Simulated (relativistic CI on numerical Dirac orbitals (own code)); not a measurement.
Calculated at this level of theory: Dirac-Coulomb-Breit CI, separate exchange-only KLI orbitals for each configuration, QED by a radiative potential, unscaled Slater integrals (own radial code, finite nucleus).

CI space (outside the closed core [Ar]): 3d10 4s2, 3d10 4s 4p, 3d10 4p2, 3d10 4s 4d, 3d10 4d2, 3d10 4s 4f, 3d10 4p 4d, 3d10 4f2, 3d10 4p 4f, 3d10 4d 4f, 3d10 4s 5s, 3d10 4s 5p, 3d10 4s 5d, 3d10 4s 5f, 3d10 4s 5g, 3d10 4s 6s, 3d10 4s 6p, 3d10 4s 6d, 3d10 4s 6f, 3d10 4s 7s, 3d9 4s2 4p, 3d9 4s2 4d, 3d9 4s2 4f, 3d9 4s2 5s, 3d9 4s2 5p, 3d9 4s2 5d. Double excitations out of closed p, d and f shells are left out; levels of such configurations are missing from the list, as are those of other unlisted configurations, and high levels can miss mixing partners. These lack a partner that the ground configuration has and come out too high: 3d9 4s2 4p, 3d9 4s2 4d, 3d9 4s2 4f, 3d9 4s2 5s, 3d9 4s2 5p.

At this charge energies of transitions that change n are usually good to better than 1 %, and those within a shell (Δn = 0) to a few per cent.

Outline of the computed level scheme of I XXIV. Lowest level of each configuration: 3d10 4s2 1S_0 at 0.000 eV; 3d10 4s 4p 3P°_0 at 43.874 eV; 3d10 4p2 3P_0 at 102.302 eV; 3d10 4s 4d 3D_1 at 147.049 eV; 3d10 4p 4d 3F°_2 at 193.391 eV; 3d10 4s 4f 3F°_2 at 240.978 eV; 3d10 4p 4f 1G_4 at 289.339 eV; 3d10 4d2 1G_4 at 298.829 eV.

Some strong electric-dipole decays among the lowest 45 levels: 3d10 4d2 3P_0 → 3d10 4p 4d 3D°_1 (2.8e+11 s⁻¹); 3d10 4s 4f 1F°_3 → 3d10 4s 4d 1D_2 (2.4e+11 s⁻¹); 3d10 4p 4f 3F_4 → 3d10 4p 4d 3D°_3 (2.1e+11 s⁻¹); 3d10 4p 4d 3D°_1 → 3d10 4p2 3P_0 (2.1e+11 s⁻¹); 3d10 4s 4d 1D_2 → 3d10 4s 4p 1P°_1 (2.1e+11 s⁻¹); 3d10 4p 4d 3D°_3 → 3d10 4p2 1D_2 (1.8e+11 s⁻¹); 3d10 4s 4f 3F°_4 → 3d10 4s 4d 3D_3 (1.7e+11 s⁻¹); 3d10 4p 4d 1F°_3 → 3d10 4p2 3P_2 (1.6e+11 s⁻¹).

LS names give the leading component of a level, which can be under half, so a name can repeat, a term be missing and a line seem to break the LS rules.
